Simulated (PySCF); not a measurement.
# Excitation energy of Be by level of theory

Be [He] 2s2 (1S) → Be [He] 2p2 (3P), as a difference of total energies. Computed with PySCF 2.14 in aug-pcseg-2 (5s3p2d, 24 functions), with the non-relativistic Hamiltonian (point nucleus). Correlated levels: valence: 1s2 frozen. The calculations carry no spin-orbit coupling.

Problem. Order these methods by the excitation energy they give, lowest first.
A. PBEsol
B. r2SCAN
C. CAM-B3LYP
D. PBE0

Solution. A (5.992 eV), B (6.124 eV), D (6.305 eV), C (6.658 eV).

Errors of the correlated levels include the incompleteness of this basis and the frozen core.

For comparison: 7.401 eV (measured; NIST levels, between the centres of gravity of the two terms).
